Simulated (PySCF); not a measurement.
**Electronic structure of Ar(2+) (argon, charge +2) at the UHF level**

Configuration: [Ne] 3s2 3p4, high-spin 3P determinant. Computed with PySCF 2.14 in x2c-SVPall (4s3p1d, 18 functions), with the spin-free X2C one-electron Hamiltonian (Gaussian nucleus).

| Quantity | Value |
| --- | --- |
| Total energy | -526.896448 hartree |
| One-electron energy | -711.5384 hartree |
| Hartree (Coulomb) energy | 214.2412 hartree |
| Exchange energy | -29.5993 hartree |
| ⟨S²⟩ | 2.0058 |
| ⟨L²⟩ | 2.017 |
| Sum of ⟨r⟩ | 11.92 bohr |
| Sum of ⟨r²⟩ | 16.26 bohr² |
| Traceless quadrupole moment −½Σ⟨3z² − r²⟩ along its main axis | -1.14 e·bohr² |
| Langevin diamagnetic susceptibility | -12.9 ×10⁻⁶ cm³/mol |
| Time after the integrals | 0.06 s of wall time on 1 thread of Intel(R) Xeon(R) Platinum 8375C CPU @ 2.90GHz (shared host) |

```csv
shell,electrons,mean orbital energy (hartree),spread (hartree),"rms radius, mean of both spins (bohr)"
1s α,1,-120.19210,0,0.0992
1s β,1,-120.15983,0,0.0992
2s α,1,-13.53627,0,0.446
2s β,1,-13.50569,0,0.446
2p α,3,-10.71860,0.03481,0.416
2p β,3,-10.66362,0.02403,0.416
3s α,1,-2.35434,0,1.44
3s β,1,-2.06589,0,1.44
3p α,3,-1.60307,0.08886,1.63
3p β,1,-1.48448,0,1.63
```

Densities and radii are taken from the X2C orbitals without a picture-change correction, which distorts them close to the nucleus.
